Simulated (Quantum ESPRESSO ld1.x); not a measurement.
All-electron atom: Mo4+ in [Kr] 4d1 4f1 (not the ground configuration). Method: scalar-relativistic Kohn-Sham, LDA (Slater exchange, Perdew-Zunger correlation), spin-polarised, spherical densities, point nucleus; open shells are filled with parallel spins first; computed with ld1.x of Quantum ESPRESSO 7.5.

Normalised radial functions P(r) = r R(r), r in bohr:

| r | 4p up | 4p down |
|---|---|---|
| 0.002109 | 0.0019 | 0.0019 |
| 0.002435 | 0.0025 | 0.0025 |
| 0.002813 | 0.0032 | 0.0033 |
| 0.003222 | 0.0041 | 0.0042 |
| 0.003721 | 0.0054 | 0.0054 |
| 0.004298 | 0.0070 | 0.0070 |
| 0.004963 | 0.0090 | 0.0090 |
| 0.005686 | 0.0115 | 0.0115 |
| 0.006567 | 0.0148 | 0.0149 |
| 0.007584 | 0.0191 | 0.0192 |
| 0.008759 | 0.0245 | 0.0246 |
| 0.01004 | 0.0310 | 0.0312 |
| 0.01159 | 0.0396 | 0.0398 |
| 0.01338 | 0.0503 | 0.0506 |
| 0.01546 | 0.0637 | 0.0640 |
| 0.01771 | 0.0790 | 0.0794 |
| 0.02045 | 0.0985 | 0.0990 |
| 0.02362 | 0.1218 | 0.1224 |
| 0.02728 | 0.1491 | 0.1498 |
| 0.0315 | 0.1802 | 0.1810 |
| 0.03609 | 0.2126 | 0.2135 |
| 0.04168 | 0.2490 | 0.2501 |
| 0.04814 | 0.2856 | 0.2869 |
| 0.05559 | 0.3195 | 0.3209 |
| 0.06369 | 0.3451 | 0.3466 |
| 0.07356 | 0.3603 | 0.3620 |
| 0.08495 | 0.3574 | 0.3590 |
| 0.09811 | 0.3297 | 0.3312 |
| 0.1124 | 0.2759 | 0.2771 |
| 0.1298 | 0.1863 | 0.1870 |
| 0.1499 | 0.0640 | 0.0642 |
| 0.1731 | -0.0842 | -0.0847 |
| 0.1984 | -0.2353 | -0.2365 |
| 0.2291 | -0.3871 | -0.3890 |
| 0.2646 | -0.5047 | -0.5071 |
| 0.3055 | -0.5609 | -0.5634 |
| 0.3501 | -0.5374 | -0.5395 |
| 0.4043 | -0.4201 | -0.4214 |
| 0.4669 | -0.2118 | -0.2118 |
| 0.5392 | 0.0658 | 0.0674 |
| 0.6227 | 0.3750 | 0.3780 |
| 0.7134 | 0.6533 | 0.6573 |
| 0.8239 | 0.8881 | 0.8923 |
| 0.9515 | 1.0253 | 1.0286 |
| 1.099 | 1.0477 | 1.0494 |
| 1.259 | 0.9702 | 0.9699 |
| 1.454 | 0.8109 | 0.8087 |
| 1.679 | 0.6123 | 0.6089 |
| 1.939 | 0.4155 | 0.4117 |
| 2.222 | 0.2591 | 0.2557 |
| 2.566 | 0.1389 | 0.1364 |
| 2.963 | 0.0645 | 0.0631 |
| 3.422 | 0.0255 | 0.0248 |
| 3.921 | 0.0089 | 0.0087 |
| 4.528 | 0.0024 | 0.0023 |
| 5.23 | 0.0005 | 0.0005 |
| 6.04 | 0.0001 | 0.0001 |
| 6.919 | 0.0000 | 0.0000 |
| 7.991 | 0.0000 | 0.0000 |
| 9.229 | 0.0000 | 0.0000 |

4p up: eigenvalue -90.214 eV, 2 radial nodes at r = 0.160, 0.522 bohr, <r> = 1.18 bohr, 90 % of the charge inside 1.73 bohr. 4p down: eigenvalue -89.150 eV, 2 radial nodes at r = 0.160, 0.522 bohr, <r> = 1.18 bohr, 90 % of the charge inside 1.73 bohr.
